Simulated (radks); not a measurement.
Problem. Spherical quantum dot in the effective-mass picture: electrons in a hard-walled sphere of radius 11.2, with a point charge +1 (a donor) at the centre, all in effective atomic units (hartree* = m*/eps^2 hartree, bohr* = eps/m* bohr), one dielectric constant everywhere. Calculated with a radial shooting solver with Libxc functionals: non-relativistic Kohn-Sham, LDA (Slater exchange, Perdew-Wang correlation), spin-polarised, spherical densities. Levels are named by radial order and angular momentum (1s, 1p, 1d, 2s, ...), and open shells are averaged over m. Results are scaled to m* = 0.08 and eps = 12.6, for which hartree* = 13.71 meV and bohr* = 8.335 nm. At N = 26 the configuration is 1s2 1p6 1d10 2s(up 1, down 0) 1f(up 7, down 0). Does electron 27 go into 1g down or 1g up or 1f down?

Solution. Into 1f down. The total energies of the other choices lie higher by 0.437 meV (1g up), 0.722 meV (1g down).
